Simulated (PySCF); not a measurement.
Species: C₇H₁₁NSi.
Bonds: C1–C2 (aromatic), C2–C3 (aromatic), C3–N4 (aromatic), N4–C5, C5–C6, C6–Si7, Si7–C8, N4–C9 (aromatic), C1–C9 (aromatic), C5–C8. Hydrogens: H10 on C1; H11 on C2; H12 on C3; H13 on C5; H14, H15 on C6; H16, H17 on Si7; H18, H19 on C8; H20 on C9.

Method used: TDDFT PBE0/def2-SVPD, vertical, gas phase, core orbitals frozen in the response (PySCF). The structure is a single PBE0-D3(BJ)/def2-SVP conformer in the gas phase; no vibrational or solvent corrections. Torsions of this conformer, `[cH:1]1[cH:2][cH:3][n:4]([CH:5]2[CH2:6][SiH2:7][CH2:8]2)[cH:9]1`: C3–N4–C5–C6 -59°.

```csv
state,E (eV),λ (nm),ν̃ (cm⁻¹),f,|μ| (D),symmetry,"main configurations (H = HOMO, L = LUMO)"
S1,5.57,222.6,44920,0.0026,0.35,A′,H→L (98%)
S2,5.66,218.9,45690,0.0001,0.07,–,H→L+1 (90%)
S3,6.05,205.0,48790,0.0094,0.64,A″,"H→L+3 (66%), H→L+4 (28%)"
S4,6.09,203.7,49100,0.154,2.58,A′,H-1→L (82%)
S5,6.24,198.7,50330,0.139,2.42,A′,H→L+2 (86%)
S6,6.27,197.8,50570,0.0001,0.08,–,"H-1→L+1 (63%), H→L+4 (12%), H→L+5 (10%)"
S7,6.29,197.2,50710,0.0004,0.13,–,"H→L+4 (34%), H-1→L+1 (30%), H→L+5 (20%)"
S8,6.48,191.3,52260,0.0022,0.30,A′,"H-1→L+2 (66%), H→L+8 (23%), H-1→L (8%)"
S9,6.57,188.8,52970,0.0001,0.06,–,"H→L+5 (58%), H→L+4 (23%), H→L+3 (10%)"
S10,6.67,185.8,53830,0.0011,0.21,–,"H-1→L+3 (72%), H-1→L+4 (22%)"
```

Triplets (Tamm–Dancoff): T1 4.25 eV, H→L+2 (76%), H→L (16%); T2 5.19 eV, H-1→L+2 (67%), H-1→L (14%), H→L+8 (13%); T3 5.59 eV, H→L (80%), H→L+2 (16%); T4 5.62 eV, H→L+1 (87%).

The lowest singlet lies at 5.57 eV (223 nm, ultraviolet) and is very weak; its leading configuration is HOMO→LUMO (98%). The strongest level in the table is S4 at 6.09 eV (204 nm, f = 0.154). Löwdin shares by element: HOMO carbon 83% or more (atoms not listed hold the other 17%); LUMO silicon 36%, hydrogen 24% or more, carbon 10% or more (atoms not listed hold the other 30%). The oscillator strengths of these states sum to 0.309; summed over the whole spectrum of an exact calculation they would give the number of electrons, 74 (Thomas–Reiche–Kuhn). The listed states span 1.11 eV, and the widest gap between neighbours is 0.38 eV (S2 to S3). Of the 10 states listed, 2 reach f = 0.01 and 4 stay under 0.0005. All these states lie below the vertical ionisation energy of 7.92 eV (ΔSCF). Symmetry labels in Cs follow from the direction of the transition dipole and are given only for states with f of 0.002 or more. Singlets were solved by full linear response, triplets in the Tamm–Dancoff approximation.
